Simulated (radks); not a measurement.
The numbers below are computed, except where a source is named.
Problem. These are the eigenvalues of the occupied orbitals of an atom or ion with whole-number occupations (Ry). Code: a radial shooting solver on a logarithmic mesh with Libxc functionals. Model: non-relativistic Kohn-Sham, LB94 model potential, spin-polarised, spherical densities, point nucleus.

1s down: -2661.908
1s up: -2661.906
2s up: -441.9151
2s down: -441.9006
2p up: -419.5795
2p down: -419.5731
3s down: -121.4799
3s up: -121.4789
3p up: -111.8449
3p down: -111.8389
3d up: -94.01757
3d down: -93.99533
4s up: -48.57413
4s down: -48.50407
4p up: -44.85864
4p down: -44.78849
4d up: -38.33554

Which element is it, and in what charge state? The configuration may be excited. Open shells, if any, are filled with parallel spins first.

Solution. Z = 56, barium, charge +19: Ba19+ in [Kr] 4d1. The list shows which subshells hold electrons but not how many an open one holds; the 1s level, -1331 hartree, gives Z - s = 51.6 by -(Z - s)^2/2, which with screening narrows Z to a few neighbours, and the depths of the outer levels then fix element, charge and occupations together.
